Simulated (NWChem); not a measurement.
System: TlI; SMILES [I][Tl]

Program: NWChem. Coordinates come from a PBE0/def2-SVP optimisation. def2 effective core potentials on I, Tl; no spin-orbit coupling.

Diagonal of the polarisability tensor at Hartree-Fock/def2-TZVPD, static: 64.16, 64.16, 116.54 bohr³.

Q: Find the mean polarisability volume, the molar refraction, and the refractive index that an ideal gas of it would have at 273.15 K and 1 atm.

A: 
1. Mean: one third of the trace = 81.62 bohr³ × 0.14818 Å³/bohr³ = 12.09 Å³.
2. Molar refraction (Lorentz-Lorenz): (4π/3) N_A α = 30.5 cm³/mol.
3. Number density p/kT = 2.687 × 10⁻⁵ Å⁻³; n − 1 = 2π N α = 20.42 × 10⁻⁴.
4. These hold the electronic response alone: vibrational and orientational terms add to the static dielectric constant.
